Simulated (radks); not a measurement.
Q: Ionisation of the xenon ion Xe+, [Kr] 4d10 5s2 5p5, to [Kr] 4d10 5s2 5p4 as the strength of local exchange is varied. Calculated with a radial shooting solver on a logarithmic mesh with Libxc functionals: non-relativistic Kohn-Sham, Slater X-alpha exchange (alpha = 2/3 is LDA exchange), no correlation, spin-polarised, spherical densities, point nucleus; open shells are filled with parallel spins first (spin-orbit coupling, left out, can overturn this in heavy ions); relativity is left out, which matters for an element this heavy.

alpha  E(Xe+) (hartree)  exchange (hartree)  IE (eV)  -e of the level emptied (eV)  <r> of it (bohr)
0.667       -7223.32844          -170.26812   19.842                   15.439 (5p)             2.228
0.76        -7247.10545          -194.60470   20.945                   16.516 (5p)             2.190
0.981       -7303.90018          -253.01962   23.685                   19.208 (5p)             2.108
0.995       -7307.51188          -256.74772   23.864                   19.385 (5p)             2.103
?           -7273.78114          -221.99195   22.214                   17.760 (5p)             2.151

Which alpha was used in the last row?

A: alpha = 0.864. NIST Atomic Spectra Database: 20.975 eV (semi-empirical). The Delta-SCF value meets it near alpha = 0.76. Relativity is left out here, which matters for elements this heavy. Open shells are spherical and high-spin; term and fine-structure splittings are not resolved.
